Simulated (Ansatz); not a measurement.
A search over several starts for the lowest SCF solution of the cluster ZnBr2 at the given spin, in a small basis.

```yaml
crystal:
  periodic: [false, false, false]
  atoms:
    - {symbol: Zn, position_ang: [-1.283496, 0.405796, -0.109669]}
    - {symbol: Br, position_ang: [0.629649, 0.142392, 1.473717]}
    - {symbol: Br, position_ang: [0.653857, -0.548188, -1.364057]}
basis:
  gaussian: {orbitals: def2-SVP, initial_orbitals: start.molden}
magnetization: {spin_polarized: true, initial_magnetization: 2}
hamiltonian: {xc: pbe0, dispersion: d4}
output: {orbitals: {seedname: orbitals}}
```

The file start.molden holds the orbitals of an earlier run on this structure, at another level or in another basis.

```sh
$ ansatz run in.yaml --threads 4 --pin off --events-out ev --progress --plain --max-ram 3916MiB
```

Shortened log:

```
Functional definition: PBE0
904 factors; integrals over basis functions are off by at most 5.0e-4 eV
mean field evaluation 1: about -188465.5742 eV, gradient 8.3e0 eV
mean field evaluation 2: about -188465.7473 eV, gradient 2.0e-1 eV
mean field evaluation 4: about -188465.7688 eV, gradient 6.2e-4 eV
mean field evaluation 8: about -188465.0019 eV, gradient 1.4e1 eV
mean field evaluation 16: about -188465.7688 eV, gradient 1.2e-2 eV
mean field -188465.76882446 eV, -6925.9892576124 hartree, gradient 2.3e-5 eV, S^2 2.004221; 2 other end points of the search recorded, 0 dependent functions left out
reference -188465.76885709 eV, -6925.9892588116 hartree; 51, 49 occupied and 44, 46 virtual orbitals, 904 factors
Total energy: -188465.85020601 eV, -6925.9922483296 hartree
```

Hardware: 4 threads of Arm Neoverse V2 on a shared host. Wall time 2.7 s.

In the triplet, Br2 and Br3 lie 2.92 Å apart (atoms count from 1), so these atoms are partly bonded to each other. At PBE0-D4/def2-TZVP a singlet of charge 0 lies 3.09 eV below the triplet, each at its own geometry. The structure comes from a short search, and lower isomers may exist.
